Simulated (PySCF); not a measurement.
Breaking a bond: SMILES [AsH3]. The As1–H4 bond (As1 also carries H, H; H4 carries nothing else) is pulled apart rigidly from the PBE0/def2-TZVP optimised geometry. Each curve is given relative to its own lowest point near equilibrium.

```
R / Å     A     B      C      D
-----  ----  ----  -----  -----
1.21   52.5  55.4   55.6   54.5
1.30   22.7  23.6   24.2   23.3
1.36   11.0  11.1   11.7   11.1
1.42    4.0   3.8    4.3    3.8
1.49    0.4   0.2    0.4    0.3
1.52    0.0   0.0    0.0    0.0
1.56    0.4   0.7    0.4    0.6
1.61    2.0   2.9    2.2    2.7
1.67    5.3   7.0    5.8    6.7
1.77   13.5  16.7   14.3   16.1
1.89   26.0  31.0   26.8   29.8
2.05   44.7  51.6   45.1   49.9
2.27   61.6  69.7   69.8   77.2
2.50   70.8  79.1   90.8  102.9
2.74   75.6  83.8  105.4  125.2
3.06   78.6  86.5  114.5  147.9
3.35   79.8  87.6  117.3  161.7
3.72   80.5  88.1  118.5  170.9
4.06   80.7  88.3  118.9  172.4
4.54   80.9  88.4  119.0  165.7
5.30   81.0  88.5  119.1  142.5
```

Energies in mEh.

Assign the columns to these levels of theory: MP2 on RHF/cc-pVDZ, 9 core orbitals frozen (PySCF); PySCF with CCSD on UHF/cc-pVDZ, 9 core orbitals frozen; UHF/cc-pVDZ (PySCF 2.14.0); unrestricted Hartree-Fock/3-21G (PySCF 2.14.0).

A is UHF/3-21G; B is UHF; C is UCCSD; D is RMP2.

The unrestricted determinant behind UHF/3-21G, UCCSD, UHF is spin-contaminated at 2.05 to 5.30 Å (<S²> up to 1.0, against 0.00 for a pure singlet). The restricted form behind RMP2 keeps the bonding electrons paired and can't separate into open-shell fragments. The T1 diagnostic of CCSD on the restricted reference of RMP2 exceeds 0.045 at 3.72 to 5.30 Å.
